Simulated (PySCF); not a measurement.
## Calculated data, AlF2

Computed with PySCF 2.14.0. Calculation on a computer-drawn molecule: vertical ionisation energy to the stated ion spin, frozen-core CCSD(T) at the basis limit and cheaper methods, single-reference cases, UHF for radicals, no spin-orbit; all values are single points at the evaluated structure, the first of each entry, which is the reference or a displaced copy of it and isn't optimised; the reference structure only sets the zero of the energies above reference; triples share is (T) over the correlation energy.

Common to all runs: charge 0; multiplicity 2; ion multiplicity 1; diffuse functions no; basis cc-pV(n+d)Z; reference is the Hartree-Fock double-zeta minimum; best is HF at quadruple zeta + MP2 correlation extrapolated from triple and quadruple zeta + CCSD(T) minus MP2 at triple zeta; basis step is the size of the change from the same recipe one zeta lower.

(1) AlF2

Evaluated structure:
```xyz
3
AlF2
F      0.7295    -3.8802     2.5075
Al     0.5471    -3.2336     0.9620
F      1.3812    -3.8885    -0.3999
```

Reference structure:
```xyz
3
AlF2
F      0.7364    -3.9079     2.4446
Al     0.4883    -3.2542     0.9517
F      1.3436    -3.8957    -0.3031
```

```
ionisation energy best                         : 9.637 eV
ionisation energy basis step                   : 0.01859 eV
energy above reference best                    : 2.325 kcal/mol
energy above reference basis step              : 0.514 kcal/mol
total energy HF triple zeta                    : -441.0041 hartree
total energy CCSD(T) triple zeta               : -441.5827 hartree
total energy best                              : -441.6969 hartree
T1 diagnostic at triple zeta                   : 0.0161
D1 diagnostic at triple zeta                   : 0.04232
spin squared at triple zeta                    : 0.7516
ion T1 diagnostic at triple zeta               : 0.0195
ion D1 diagnostic at triple zeta               : 0.05374
triples share at triple zeta                   : 0.02905
basis functions triple zeta                    : 99
dipole magnitude HF at triple zeta             : 2.074 debye
dipole magnitude CCSD unrelaxed at triple zeta : 1.868 debye
dipole magnitude PBE at triple zeta            : 1.774 debye
dipole magnitude r2SCAN at triple zeta         : 1.848 debye
dipole magnitude B3LYP at triple zeta          : 1.975 debye
dipole magnitude wB97X at triple zeta          : 1.845 debye
```

Drawn bonds:
```
atom  other atom  order
   1           2      1
   2           3      1
```

Triple zeta:
```
 method  ionisation energy (eV)  energy above reference (kcal/mol)
     HF                   9.662                               4.37
    PBE                   9.609                             0.8566
 r2SCAN                   9.747                              2.229
  B3LYP                   9.819                              1.859
  wB97X                   9.569                              2.089
    MP2                   9.476                              2.014
   CCSD                   9.598                              2.599
CCSD(T)                   9.555                              2.257
```

(2) AlF2

Evaluated structure:
```xyz
3
AlF2
F      0.7472    -3.9163     2.4373
Al     0.4665    -3.2760     0.9282
F      1.2801    -3.8488    -0.2557
```

Reference structure:
```xyz
3
AlF2
F      0.7364    -3.9079     2.4446
Al     0.4883    -3.2542     0.9517
F      1.3436    -3.8957    -0.3031
```

Drawn bonds:
```
atom  other atom  order
   1           2      1
   2           3      1
```

Questions
1. Estimate the spin squared at triple zeta of AlF2 (entry 2).
2. Estimate the total energy best of AlF2 (entry 2).

Answers
1. 0.7512
2. -441.6938 hartree

Further results for AlF2 (entry 2):

```
ionisation energy best                         : 9.39 eV
ionisation energy basis step                   : 0.004365 eV
energy above reference best                    : 4.281 kcal/mol
energy above reference basis step              : 0.2765 kcal/mol
total energy HF triple zeta                    : -441.0068 hartree
total energy CCSD(T) triple zeta               : -441.5795 hartree
T1 diagnostic at triple zeta                   : 0.01465
D1 diagnostic at triple zeta                   : 0.03775
ion T1 diagnostic at triple zeta               : 0.01735
ion D1 diagnostic at triple zeta               : 0.04799
triples share at triple zeta                   : 0.02774
basis functions triple zeta                    : 99
dipole magnitude HF at triple zeta             : 1.911 debye
dipole magnitude CCSD unrelaxed at triple zeta : 1.736 debye
dipole magnitude PBE at triple zeta            : 1.649 debye
dipole magnitude r2SCAN at triple zeta         : 1.72 debye
dipole magnitude B3LYP at triple zeta          : 1.834 debye
dipole magnitude wB97X at triple zeta          : 1.706 debye
```

Triple zeta:
```
 method  ionisation energy (eV)  energy above reference (kcal/mol)
     HF                   9.373                              2.704
    PBE                   9.394                              5.091
 r2SCAN                   9.513                              4.154
  B3LYP                   9.582                              4.348
  wB97X                   9.303                              4.245
    MP2                   9.255                              4.482
   CCSD                   9.359                              4.002
CCSD(T)                   9.329                              4.236
```
